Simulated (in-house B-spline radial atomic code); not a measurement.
# How G0W0 and RPA depend on the start: the chromium ion Cr⁶⁺

Configuration [Ne] 3s2 3p6. Computed with an all-electron radial atomic-structure program (B-spline basis): all electrons, scalar-relativistic (spin-free one-electron X2C), finite nucleus, each spin shell either full or empty, empty states to l = 9 with an (l + 1/2)⁻⁴ tail; G0W0 by contour deformation at full frequency.

| start | mean-field 3p (eV) | G0W0 (eV) | QP weight | RPA correlation (Eh) |
| --- | --- | --- | --- | --- |
| Hartree-Fock | -160.54 | -161.17 | 0.974 | -1.1157 |
| LDA VWN5 | -148.55 | -160.69 | 0.953 | -1.2553 |
| PBE | -148.59 | -160.61 | 0.954 | -1.2532 |
| PBE0 | -151.95 | -160.78 | 0.961 | -1.2127 |
| r2SCAN | -149.70 | -160.75 | 0.957 | -1.2311 |
| HSE06 | -151.51 | -160.78 | 0.960 | -1.2163 |
| B3LYP (VWN-RPA) | -151.30 | -160.76 | 0.959 | -1.2211 |
| SCAN | -149.74 | -160.73 | 0.957 | -1.2302 |
| TPSS | -148.94 | -160.64 | 0.955 | -1.2451 |
| BHandHLYP | -155.11 | -160.93 | 0.966 | -1.1773 |
| CAM-B3LYP | -153.29 | -160.84 | 0.963 | -1.2034 |
| LC-wPBE | -154.32 | -160.86 | 0.964 | -1.2016 |
| wB97X | -154.27 | -160.75 | 0.965 | -1.1955 |
| PBEsol | -148.44 | ? | ? | ? |
| BLYP | -148.42 | -160.60 | 0.953 | -1.2539 |
| r2SCAN0 | -152.69 | ? | ? | ? |
| LDA exchange-only | -146.54 | -160.73 | 0.952 | -1.2547 |

Problem. What G0W0 level, weight and RPA correlation energy follow from the PBEsol start?

Solution. G0W0 level -160.65 eV, weight 0.954, RPA correlation -1.2538 hartree.

Problem. What G0W0 level, weight and RPA correlation energy follow from the r2SCAN0 start?

Solution. G0W0 level -160.87 eV, weight 0.963, RPA correlation -1.1986 hartree.

Problem. How much of the dependence on the start does G0W0 remove?

Solution. The mean-field levels span 14 eV and the G0W0 levels 0.564 eV. Against 160.29 ± 0.06 eV (NIST, semi-empirical) the G0W0 removal energies are off by +0.31 to +0.88 eV, with spin-orbit coupling, Breit and QED terms left out.
